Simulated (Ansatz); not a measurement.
`Sc1ccc(-c2ccc(-c3ccc(-c4ccc(S)o4)o3)o2)o1` with charge -1. The state is a doublet with charge -1. Geometry PBE-D4/def2-SVP, that of the neutral singlet; atoms count from 1.

```xyz
32

S     2.635   -2.296    7.121
C     2.604   -1.416    5.610
C     3.561   -0.627    4.998
C     3.048   -0.285    3.712
C     1.799   -0.883    3.625
C     0.788   -0.887    2.606
C    -0.466   -1.478    2.521
C    -0.994   -1.116    1.251
C    -0.030   -0.327    0.636
C     0.030    0.328   -0.636
C     0.995    1.117   -1.252
C     0.466    1.478   -2.521
C    -0.788    0.888   -2.607
C    -1.799    0.883   -3.625
C    -3.048    0.284   -3.712
C    -3.561    0.626   -4.997
C    -2.604    1.415   -5.610
S    -2.636    2.295   -7.121
O    -1.530    1.584   -4.768
O    -1.055    0.187   -1.461
O     1.055   -0.186    1.460
O     1.530   -1.584    4.768
H     1.592   -1.647    7.726
H     4.516   -0.328    5.441
H     3.518    0.335    2.941
H    -0.933   -2.097    3.294
H    -1.962   -1.392    0.822
H     1.963    1.393   -0.823
H     0.933    2.097   -3.294
H    -3.517   -0.335   -2.941
H    -4.517    0.327   -5.440
H    -1.593    1.646   -7.726
```

Single mean-field runs in def2-TZVP are fitted with def2-universal-jkfit. The highest occupied level of the charge -1 doublet lies above zero (up to 0.34 eV). By energy differences its removal costs 0.80 eV (vertical, to the charge 0 singlet, at PBE0-D4/def2-TZVP); self-interaction error and the lack of diffuse functions both raise the level.

Q: Estimate the Mulliken populations of the heavy atoms from the PBE0/def2-TZVP orbitals of Ansatz.

A: 
```tsv
atom	charge (e)	spin (α − β)
S1	-0.25	0.00
C2	0.07	0.11
C3	-0.15	-0.06
C4	-0.33	0.11
C5	0.18	0.00
C6	0.24	0.12
C7	-0.22	-0.02
C8	-0.29	0.05
C9	0.21	0.07
C10	0.21	0.07
C11	-0.29	0.05
C12	-0.22	-0.02
C13	0.24	0.12
C14	0.18	0.00
C15	-0.33	0.11
C16	-0.15	-0.06
C17	0.07	0.11
S18	-0.25	0.00
O19	-0.22	0.04
O20	-0.25	0.06
O21	-0.25	0.06
O22	-0.22	0.04
```
Mulliken values and Mayer orders depend strongly on the basis.

Q: Where does the spin sit?

A: Summed by element: S 0.01, C 0.75, O 0.20, H 0.04, of 1 unpaired in all. Largest on single atoms: C13 0.12, C6 0.12, C2 0.11.

Q: And the Mayer bond orders between bonded heavy atoms (over 0.3)?

A: S1–C2 1.15 (1.75 Å); C2–C3 1.53 (1.38 Å); C2–O22 1.07 (1.38 Å); C3–C4 1.31 (1.43 Å); C4–C5 1.44 (1.39 Å); C5–C6 1.14 (1.43 Å); C5–O22 1.08 (1.37 Å); C6–C7 1.39 (1.39 Å); C6–O21 1.08 (1.37 Å); C7–C8 1.32 (1.42 Å); C8–C9 1.38 (1.39 Å); C9–C10 1.19 (1.43 Å); C9–O21 1.08 (1.37 Å); C10–C11 1.38 (1.39 Å); C10–O20 1.08 (1.37 Å); C11–C12 1.32 (1.42 Å); C12–C13 1.39 (1.39 Å); C13–C14 1.14 (1.43 Å); C13–O20 1.08 (1.37 Å); C14–C15 1.44 (1.39 Å); C14–O19 1.08 (1.37 Å); C15–C16 1.31 (1.43 Å); C16–C17 1.52 (1.38 Å); C17–S18 1.15 (1.75 Å); C17–O19 1.07 (1.38 Å).
